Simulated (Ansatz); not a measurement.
# A ladder of methods for [SnH3]− (SMILES [H][Sn-]([H])[H])

[SnH3]− has 4 atoms, charge -1, and is taken as a singlet. As SMILES, `[H][Sn-]([H])[H]`. The shape comes from GFN2-xTB, which is rough for such elements, and wasn't checked as a minimum.

```xyz
4

Sn   -0.0064    0.0057    0.7917
H     1.6378   -0.0336   -0.2516
H    -0.7869    1.4325   -0.2804
H    -0.8445   -1.4046   -0.2596
```

Each level gives the energy change with the Sn1–H4 bond stretched from 1.949 to 2.923 Å (eV). The values are calculated.

```json
{"level": "B3LYP/STO-3G (restricted)", "kind": "global hybrid", "program": "Ansatz", "value (eV)": "3.11", "less FCI/STO-3G": "+0.07"}
{"level": "BHLYP/STO-3G (restricted)", "kind": "global hybrid", "program": "Ansatz", "value (eV)": "3.55", "less FCI/STO-3G": "+0.51"}
{"level": "CAM-B3LYP/STO-3G (restricted)", "kind": "range-separated hybrid", "program": "Ansatz", "value (eV)": "3.46", "less FCI/STO-3G": "+0.42"}
{"level": "B2PLYP/STO-3G (restricted)", "kind": "double hybrid", "program": "Ansatz", "value (eV)": "3.26", "less FCI/STO-3G": "+0.22"}
{"level": "RPA@PBE/STO-3G (restricted)", "kind": "RPA", "program": "Ansatz", "value (eV)": "2.83", "less FCI/STO-3G": "-0.21"}
{"level": "MP2/STO-3G (restricted)", "kind": "perturbation theory", "program": "Ansatz", "value (eV)": "3.53", "less FCI/STO-3G": "+0.49"}
{"level": "CCSD(T)/STO-3G (restricted)", "kind": "coupled cluster or CI", "program": "Ansatz", "value (eV)": "3.02", "less FCI/STO-3G": "-0.02"}
{"level": "CCSDT/STO-3G (restricted)", "kind": "coupled cluster or CI", "program": "Ansatz", "value (eV)": "3.03", "less FCI/STO-3G": "-0.01"}
{"level": "FCI/STO-3G", "kind": "exact in the basis", "program": "Ansatz", "value (eV)": "3.04", "less FCI/STO-3G": "0.00"}
```

FCI/STO-3G is exact within its basis and frozen core, so for wave-function methods in that basis the difference is their error; functionals converge differently with the basis, so for them it is only a difference. All-electron rows without a relativistic Hamiltonian named are non-relativistic. Sets without diffuse functions describe the anion poorly. The first shape isn't each level's own minimum. The values span 2.83 to 3.55 eV. All rows use very small basis sets, so even the best lies far from the true value. In the correlated wave-function rows the outer d shell of Sn is correlated, in sets not made for it.
